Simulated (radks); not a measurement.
The numbers below are computed, except where a source is named.
Be II, 3 electrons, occupied as [He] 2s1 (the NIST ground configuration). Code: a radial shooting solver on a logarithmic mesh with Libxc functionals. Model: scalar-relativistic Kohn-Sham, r2SCAN, spin-polarised, spherical densities, finite nucleus; open shells are filled with parallel spins first; meta-GGA in the generalised Kohn-Sham scheme; Fermi nuclear charge, rms radius 2.519 fm.

Unscreened Slater integrals over Kohn-Sham orbitals (cm^-1). They are taken over the spin-up orbitals.

\begin{tabular}{lr}
integral & value \\ \hline
F0(2s,2s) & 87761 \\
F0(2s,1s) & 121800 \\
G0(2s,1s) & 8615.7 \\
F0(1s,1s) & 497870 \\
\end{tabular}
